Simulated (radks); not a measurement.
Problem. Successive ionisation energies (eV) of one element, from differences of total energies of ions in their ground configurations, starting at charge 66: 7232.5, 16854.2, 17178.3, 17496.2, 17928.2, 18260.8, 18586.8, 19038.2, 19346.5, 79349, 80655. Method: non-relativistic Kohn-Sham, PBE, spin-polarised, spherical densities, point nucleus; open shells are filled with parallel spins first (spin-orbit coupling, left out, can overturn this in heavy ions); relativity is left out, which matters for an element this heavy; computed with a radial shooting solver on a logarithmic mesh with Libxc functionals. Which element is it?

Solution. Iridium (Z = 77). The first species listed is Ir66+ in [Ne] 3s1, the last Ir76+ in 1s1.
